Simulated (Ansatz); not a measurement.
Cl2H2MoO2S, SMILES `[OH][Mo]([OH])(=[S])([Cl])[Cl]`, relaxed with RKS PBE0-D4/def2-TZVP in the Gaussian-basis code of Ansatz from a PBE-D4/def2-SVP geometry. The force threshold is 0.005 eV/Å; the program also tests the step.

Charge 0, multiplicity 1. Mo: def2 effective core potential.

Start:

```xyz
8

O    -0.378    1.771    0.179
Mo   -0.391   -0.100    0.098
O     0.352   -1.724   -0.465
S    -1.212   -0.616    1.971
Cl    1.992    0.365    0.282
Cl   -2.119   -0.185   -1.399
H     0.455    2.268    0.039
H     1.301   -1.779   -0.705
```

(1) How much energy does the relaxation release, and in how many steps? (Best estimate.)

(2) Which bonds change most? (Best estimate.)

(3) Give the relaxed structure. (An estimate is asked.)

Answers

(1) Ansatz gave: 1.61 kcal/mol, in 6 steps, 1 of them rejected.

(2) The calculation gave: Mo2–Cl5 from 2.436 to 2.397 Å; Mo2–S4 from 2.110 to 2.075 Å; Mo2–Cl6 from 2.287 to 2.262 Å; Mo2–O3 from 1.873 to 1.850 Å.

(3) Computed: 
```xyz
8

O    -0.373    1.750    0.170
Mo   -0.373   -0.099    0.116
O     0.348   -1.701   -0.465
S    -1.185   -0.608    1.956
Cl    1.971    0.351    0.332
Cl   -2.070   -0.179   -1.377
H     0.415    2.280    0.009
H     1.266   -1.794   -0.741
```
